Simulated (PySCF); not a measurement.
# How methods differ on the ionisation energy of I²⁺

I²⁺ [Kr] 4d10 5s2 5p3 (4S) → I³⁺ [Kr] 4d10 5s2 5p2 (3P), as a difference of total energies. All numbers are calculated (PySCF 2.14, scalar relativity through the core potential, in def2-TZVP with the def2 core potential (28 electrons)). Correlated levels: valence: 4s2 4p6 4d10 frozen. The calculations carry no spin-orbit coupling.

Task: Order these methods by the ionisation energy they give, lowest first.
A. CCSD(T) (valence)
B. PBE0
C. UHF
D. SCS-MP2 (valence)

Result: C (29.891 eV), D (30.194 eV), A (30.328 eV), B (30.429 eV).

The reference lies between the lowest fine-structure levels, while these numbers refer to the centres of the terms.

Errors of the correlated levels include the incompleteness of this basis and the frozen core.

For comparison: 29.57 ± 0.025 eV (measured; NIST Atomic Spectra Database, ionization energies).
